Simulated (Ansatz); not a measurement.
Reaction (formal exchange of groups at the Se–C bond): `C/C(O)=C\[SeH]` + `[SiH3]Br` → `[SeH][SiH2]Br` + `C=C(C)O`

Calculated with Ansatz (gas phase, PBE0-D4/def2-TZVP geometries, no zero-point term in ΔE). CCSD(T)/CBS is the MP2 limit (def2-TZVPP, def2-QZVPP) plus CCSD(T) − MP2 in def2-TZVPP, frozen cores. Functionals use def2-TZVPP. B3LYP here is the variant with VWN-RPA as its local correlation; programs differ in this. For Br, Se outer-core shells are correlated without core-valence functions, which leaves a few kJ/mol of doubt a bond. Scalar relativity is left out up to krypton. Each species was taken in one conformer, which may not be the lowest.

Problem. Is it downhill or uphill in electronic energy at CCSD(T)/CBS, and by how much? (Best estimate.)

Solution. Computed: Downhill: ΔE = -114.9 kJ/mol.

Problem. What do these levels give: PBE-D4, PBE0-D4, B3LYP-D4, PBE, r2SCAN, PBE0, B3LYP, HF/def2-TZVPP, CCSD(T)/def2-TZVPP, HF/def2-QZVPP, SCS-MP2/def2-QZVPP, MP2/CBS(def2)? (An estimate is asked.)

Solution. The calculation gave: PBE-D4 -112.5, PBE0-D4 -115.1, B3LYP-D4 -112.8, PBE -113.3, r2SCAN -117.8, PBE0 -115.8, B3LYP -113.8, HF/def2-TZVPP -117.9, CCSD(T)/def2-TZVPP -108.3, HF/def2-QZVPP -117.5, SCS-MP2/def2-QZVPP -110.8, MP2/CBS(def2) -116.8 kJ/mol.

Largest T1 diagnostic among the species: 0.012.

In def2-TZVPP, CCSD(T) changes the Hartree–Fock value by +9.6 kJ/mol (the triples alone add +1.7 kJ/mol) and MP2 by +7.7 kJ/mol.
